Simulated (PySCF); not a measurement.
BH$_{5}$N$_{2}$Si, B$_{2}$H$_{3}$O$_{2}$, B$_{2}$H$_{5}$OSi, CH$_{5}$BOSi and others (calculated)

Calculation on a computer-drawn molecule: the log of a Hartree-Fock and frozen-core CCSD(T) single point meant for a local Hartree-Fock minimum, with one planted fault or none, to be diagnosed. Offsets are logged minus clean, where the clean run is the same molecule without the fault. The reference is restricted for singlets and unrestricted otherwise, and also for a bond in bohr or an excited solution. Adding or removing an electron swaps singlet and doublet. The excited solution moves the top pair (singlet) or top alpha electron (doublet) to the lowest empty orbital. Highest occupied and lowest empty are orbital energies over both spins, largest force is the largest gradient component, triples share is (T) over the correlation energy, the T1 limit is 0.02 restricted and 0.045 unrestricted, electrons count all cores, a negative frequency is imaginary (commonest isotopes), and the dipole is about the centre of nuclear charge. Program: PySCF 2.14.0.

Common to all runs: logged SCF converged yes; possible faults no fault, one electron removed, one electron added, multiplicity raised by two, geometry at a saddle point, SCF held on an excited solution, minimal basis STO-3G, one bond length entered in bohr, all coordinates scaled.

(1) 
```xyz
9
formula=BH5N2Si meant_charge=0 meant_multiplicity=1 meant_basis=cc-pV(D+d)Z logged_electrons=38 logged_basis_functions=90 logged_spin_squared=0 logged_highest_occupied=-9.2002 logged_lowest_empty=2.3586 logged_largest_force=0.020102 logged_T1_diagnostic=0.01646 logged_D1_diagnostic=0.047213 logged_triples_share=0.030006 logged_CC_converged=yes logged_dipole_magnitude=3.0008 logged_SCF_stable_within_its_kind=yes logged_energy_HF=-425.49353 logged_energy_CCSD(T)=-426.06684 planted_fault=all_coordinates_scaled,by_+2.5_% HF_energy_offset_from_clean_run=3.34 CCSD(T)_energy_offset_from_clean_run=-0.1136
B     -0.1966     1.1517     0.9017
N      0.9884     0.4677     0.4347
Si     1.2475    -0.0670    -1.2661
N      2.8321    -0.7942    -1.1076
H     -1.1043     1.3985     0.1069
H     -0.2952     1.4835     2.0850
H      1.7113     0.2902     1.1473
H      3.2965    -1.2144    -1.9223
H      3.4158    -0.8725    -0.2639
```

Units: logged_highest_occupied, logged_lowest_empty in eV; logged_largest_force in hartree/bohr; logged_dipole_magnitude in debye; logged_energy_HF, logged_energy_CCSD(T) in hartree; HF_energy_offset_from_clean_run, CCSD(T)_energy_offset_from_clean_run in kcal/mol.

Drawn bonds:
```
atom  other atom  order
   1           2      1
   2           3      1
   3           4      1
   1           5      1
   1           6      1
   2           7      1
   4           8      1
   4           9      1
```

(2) 
```xyz
7
formula=B2H3O2 meant_charge=-1 meant_multiplicity=1 meant_basis=aug-cc-pVDZ logged_electrons=30 logged_basis_functions=119 logged_spin_squared=2.012 logged_highest_occupied=1.0628 logged_lowest_empty=3.0938 logged_largest_force=0.12148 logged_dipole_magnitude=9.2907 logged_SCF_stable_within_its_kind=yes logged_energy_HF=-200.88159 planted_fault=multiplicity_raised_by_two HF_energy_offset_from_clean_run=70.76
B     -1.2314     1.9215    -0.1544
O     -0.3031     1.3552    -0.9063
B      0.2241    -0.0235    -0.7455
O      0.3320    -0.6315     0.3575
H     -1.8914     1.3162     0.6588
H     -1.4633     3.1112    -0.3132
H      0.5473    -0.4327    -1.8662
```

Units: logged_highest_occupied, logged_lowest_empty in eV; logged_largest_force in hartree/bohr; logged_dipole_magnitude in debye; logged_energy_HF in hartree; HF_energy_offset_from_clean_run in kcal/mol.

Drawn bonds:
```
atom  other atom  order
   1           2      1
   2           3      1
   3           4      1
   1           5      1
   1           6      1
   3           7      1
```

Notes: coupled-cluster numbers left out as unreliable; highest electron not bound in this basis.

(3) 
```xyz
9
formula=B2H5OSi meant_charge=0 meant_multiplicity=2 meant_basis=cc-pV(D+d)Z logged_electrons=37 logged_basis_functions=29 logged_spin_squared=0.7606 logged_highest_occupied=-5.9045 logged_lowest_empty=5.3735 logged_largest_force=0.029025 logged_T1_diagnostic=0.020354 logged_D1_diagnostic=0.085557 logged_triples_share=0.029143 logged_CC_converged=yes logged_dipole_magnitude=0.68148 logged_SCF_stable_within_its_kind=yes logged_energy_HF=-411.12502 logged_energy_CCSD(T)=-411.32539 planted_fault=minimal_basis_STO-3G HF_energy_offset_from_clean_run=3125 CCSD(T)_energy_offset_from_clean_run=3309
B     -0.8397    -0.4183    -1.1900
O     -0.3491    -1.2788    -0.2586
B     -0.4712    -1.2729     1.1033
Si    -1.6136    -0.0134     2.1987
H     -0.6491    -0.6776    -2.3434
H     -1.4337     0.5701    -0.8536
H      0.2096    -2.0645     1.6988
H     -1.8650    -0.4687     3.5850
H     -2.8241     0.6208     1.6312
```

Units: logged_highest_occupied, logged_lowest_empty in eV; logged_largest_force in hartree/bohr; logged_dipole_magnitude in debye; logged_energy_HF, logged_energy_CCSD(T) in hartree; HF_energy_offset_from_clean_run, CCSD(T)_energy_offset_from_clean_run in kcal/mol.

Drawn bonds:
```
atom  other atom  order
   1           2      1
   2           3      1
   3           4      1
   1           5      1
   1           6      1
   3           7      1
   4           8      1
   4           9      1
```

(4) 
```xyz
9
formula=B2H5OSi meant_charge=0 meant_multiplicity=2 meant_basis=cc-pV(D+d)Z logged_electrons=37 logged_basis_functions=90 logged_spin_squared=1.0316 logged_highest_occupied=-4.5332 logged_lowest_empty=-2.013 logged_largest_force=0.053167 logged_dipole_magnitude=4.2231 logged_SCF_stable_within_its_kind=no logged_energy_HF=-415.94585 planted_fault=SCF_held_on_an_excited_solution HF_energy_offset_from_clean_run=99.64
B     -0.8397    -0.4183    -1.1900
O     -0.3491    -1.2788    -0.2586
B     -0.4712    -1.2729     1.1033
Si    -1.6136    -0.0134     2.1987
H     -0.6491    -0.6776    -2.3434
H     -1.4337     0.5701    -0.8536
H      0.2096    -2.0645     1.6988
H     -1.8650    -0.4687     3.5850
H     -2.8241     0.6208     1.6312
```

Units: logged_highest_occupied, logged_lowest_empty in eV; logged_largest_force in hartree/bohr; logged_dipole_magnitude in debye; logged_energy_HF in hartree; HF_energy_offset_from_clean_run in kcal/mol.

Drawn bonds:
```
atom  other atom  order
   1           2      1
   2           3      1
   3           4      1
   1           5      1
   1           6      1
   3           7      1
   4           8      1
   4           9      1
```

Notes: coupled-cluster numbers left out as unreliable.

(5) 
```xyz
9
formula=CH5BOSi meant_charge=0 meant_multiplicity=1 meant_basis=cc-pV(D+d)Z logged_electrons=38 logged_basis_functions=90 logged_spin_squared=0 logged_highest_occupied=-8.9757 logged_lowest_empty=0.4915 logged_largest_force=2.598e-05 logged_lowest_frequency=47.776 logged_T1_diagnostic=0.01642 logged_D1_diagnostic=0.058067 logged_triples_share=0.027855 logged_CC_converged=yes logged_dipole_magnitude=1.102 logged_SCF_stable_within_its_kind=yes logged_energy_HF=-429.21966 logged_energy_CCSD(T)=-429.77891 planted_fault=no_fault HF_energy_offset_from_clean_run=0 CCSD(T)_energy_offset_from_clean_run=0
B     -2.2100     1.8079    -0.5060
O     -1.3640     1.3289     0.4130
C     -1.7700     0.7344     1.6291
Si    -1.5666    -1.1707     1.7936
H     -1.7366     2.2736    -1.5048
H     -3.4020     1.7689    -0.3249
H     -2.8382     0.9266     1.8221
H     -1.2323     1.2350     2.4397
H     -1.5267    -1.4615     0.3095
```

Units: logged_highest_occupied, logged_lowest_empty in eV; logged_largest_force in hartree/bohr; logged_lowest_frequency in cm⁻¹; logged_dipole_magnitude in debye; logged_energy_HF, logged_energy_CCSD(T) in hartree; HF_energy_offset_from_clean_run, CCSD(T)_energy_offset_from_clean_run in kcal/mol.

Drawn bonds:
```
atom  other atom  order
   1           2      1
   2           3      1
   3           4      1
   1           5      1
   1           6      1
   3           7      1
   3           8      1
   4           9      1
```

(6) 
```xyz
8
formula=AlB2H4O meant_charge=1 meant_multiplicity=1 meant_basis=cc-pV(D+d)Z logged_electrons=34 logged_basis_functions=85 logged_spin_squared=0 logged_highest_occupied=-16.852 logged_lowest_empty=-4.4159 logged_largest_force=1.049e-05 logged_lowest_frequency=52.501 logged_T1_diagnostic=0.015582 logged_D1_diagnostic=0.044755 logged_triples_share=0.025612 logged_CC_converged=yes logged_dipole_magnitude=0.57634 logged_SCF_stable_within_its_kind=yes logged_energy_HF=-368.28425 logged_energy_CCSD(T)=-368.71409 planted_fault=no_fault HF_energy_offset_from_clean_run=0 CCSD(T)_energy_offset_from_clean_run=0
B     -1.9003     1.8104     0.8099
O     -0.5190     1.6702     0.4430
B      0.6658     1.5493     0.1283
Al     2.8208     1.3286    -0.4436
H     -2.4382     0.8118     1.1436
H     -2.3344     2.9075     0.7344
H      2.9692     1.0251    -1.9594
H      3.7487     1.5216     0.7866
```

Units: logged_highest_occupied, logged_lowest_empty in eV; logged_largest_force in hartree/bohr; logged_lowest_frequency in cm⁻¹; logged_dipole_magnitude in debye; logged_energy_HF, logged_energy_CCSD(T) in hartree; HF_energy_offset_from_clean_run, CCSD(T)_energy_offset_from_clean_run in kcal/mol.

Drawn bonds:
```
atom  other atom  order
   1           2      1
   2           3      1
   3           4      1
   1           5      1
   1           6      1
   4           7      1
   4           8      1
```
